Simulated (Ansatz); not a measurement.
Cost and result up the ladder for [10]phenacene (C₄₂H₂₄) (66 atoms). Total charge 0; singlet. Geometry: r2SCAN-D4/def2-SVP.

```xyz
66

C    -1.599   -0.153   11.030
C    -2.760   -0.085   10.233
C    -2.664   -0.061    8.851
C    -1.407   -0.105    8.197
C    -0.233   -0.175    9.013
C    -0.357   -0.198   10.424
C     1.046   -0.220    8.384
C     1.172   -0.198    7.021
C     0.030   -0.129    6.162
C    -1.264   -0.082    6.753
C    -2.394   -0.014    5.891
C    -2.265    0.009    4.525
C    -0.991   -0.036    3.892
C     0.166   -0.106    4.721
C     1.440   -0.151    4.084
C     1.570   -0.129    2.719
C     0.440   -0.059    1.855
C    -0.852   -0.013    2.450
C    -1.983    0.057    1.587
C    -1.852    0.080    0.221
C    -0.578    0.034   -0.414
C    -0.440    0.058   -1.855
C    -1.570    0.129   -2.719
C    -1.440    0.151   -4.084
C    -0.166    0.105   -4.721
C    -0.030    0.129   -6.162
C    -1.171    0.199   -7.022
C    -1.046    0.222   -8.384
C     0.234    0.177   -9.013
C     0.357    0.201  -10.424
C     1.600    0.157  -11.030
C     2.760    0.087  -10.233
C     2.664    0.062   -8.851
C     1.407    0.105   -8.197
C     1.264    0.081   -6.753
C     2.394    0.011   -5.891
C     2.264   -0.012   -4.525
C     0.991    0.034   -3.892
C     0.852    0.011   -2.450
C     1.983   -0.059   -1.587
C     1.852   -0.081   -0.221
C     0.578   -0.036    0.414
H    -1.683   -0.172   12.120
H    -3.745   -0.050   10.707
H    -3.583   -0.008    8.265
H     0.555   -0.251   11.027
H     1.937   -0.273    9.017
H     2.173   -0.235    6.591
H    -3.398    0.023    6.317
H    -3.172    0.062    3.922
H     2.348   -0.205    4.685
H     2.575   -0.166    2.298
H    -2.988    0.094    2.007
H    -2.759    0.134   -0.382
H    -2.576    0.167   -2.298
H    -2.348    0.206   -4.685
H    -2.173    0.236   -6.591
H    -1.937    0.276   -9.017
H    -0.554    0.255  -11.027
H     1.684    0.176  -12.120
H     3.745    0.052  -10.707
H     3.583    0.007   -8.265
H     3.398   -0.027   -6.317
H     3.171   -0.067   -3.922
H     2.988   -0.097   -2.007
H     2.759   -0.135    0.382
```

Ansatz on 2 threads of AMD EPYC 7R13 on a shared host and a share (18 GiB) of an NVIDIA H100 80GB HBM3. Times are rough, and most runs start from the orbitals of an earlier one. PBE0-D4/def2-SVP serves as the yardstick here, not as an exact answer. Differences are given only for rows in sets of like size (and for xTB, whose basis is part of the method), since another set adds its own error. Binding counts from free atoms at the same level (C triplet, H doublet; other spins of the atoms weren't run), without zero-point energy or a counterpoise term.

B3LYP takes the VWN-RPA correlation. Single mean-field runs in 6-31G, def2-SVP, def2-mTZVP are fitted with def2-universal-jkfit.

```
                         level  functions  binding energy per atom (eV)  difference from PBE0-D4/def2-SVP (eV)
                      HF/6-31G        426                          3.95                                      –
                B3LYP-D4/6-31G        426                          5.54                                      –
           r2SCANh-D4/def2-SVP        708                          5.72                                  -0.12
            r2SCAN-D4/def2-SVP        708                          5.76                                  -0.09
             B3LYP-D4/def2-SVP        708                          5.72                                  -0.13
 PBE-D4/def2-SVP (with forces)        708                          5.97                                   0.12
          r2SCAN-D4/def2-mTZVP        870                          5.63                                      –
PBE0-D4/def2-SVP (with forces)        708                          5.84                                   0.00
```

Estimate how long each takes.

HF/6-31G 2.4 s; B3LYP-D4/6-31G 3.6 s; B3LYP-D4/def2-SVP 5.5 s; r2SCAN-D4/def2-SVP 6.5 s; PBE-D4/def2-SVP (with forces) 6.5 s; r2SCANh-D4/def2-SVP 7 s; r2SCAN-D4/def2-mTZVP 7.5 s; PBE0-D4/def2-SVP (with forces) 8 s. On shared hardware such times vary by a factor of up to 3.
